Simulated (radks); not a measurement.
Excited configurations of the chromium ion Cr11+: one electron is placed in a higher orbital outside [Ne] 3s2. The ground configuration is [Ne] 3s2 3p1. Method: non-relativistic Kohn-Sham, PBE, spin-polarised, spherical densities, point nucleus; open shells are filled with parallel spins first; computed with a radial shooting solver on a logarithmic mesh with Libxc functionals. Excitation = E - E(ground); binding = E(ion) - E, where the ion is the core of charge +12; n* = 12/sqrt(2 binding) in atomic units, and the quantum defect is n - n*.

| outer orbital | excitation (eV) | binding (eV) | n* | quantum defect | eigenvalue (eV) | <r> (bohr) |
|---|---|---|---|---|---|---|
| 3d | 44.173 | 252.50 | 2.786 | 0.214 | -237.81 | 0.7373 |
| 4f | 169.52 | 127.15 | 3.925 | 0.075 | -120.04 | 1.418 |
| 5s | 197.87 | 98.804 | 4.453 | 0.547 | -95.214 | 2.508 |
| 5f | 214.79 | 81.883 | 4.892 | 0.108 | -78.280 | 2.513 |
| 7s | 249.18 | 47.493 | 6.423 | 0.577 | -45.949 | 5.210 |
| 7d | 253.45 | 43.215 | 6.733 | 0.267 | -41.738 | 5.477 |
| 7f | 254.92 | 41.751 | 6.850 | 0.150 | -40.265 | 5.424 |

The Delta-SCF ionisation energy is 296.67 eV (NIST Atomic Spectra Database: 297 eV, semi-empirical). Self-interaction in the functional shifts the binding energies and quantum defects, so they are the method's values and not measured ones. Open shells are spherical and high-spin; term and fine-structure splittings are not resolved.
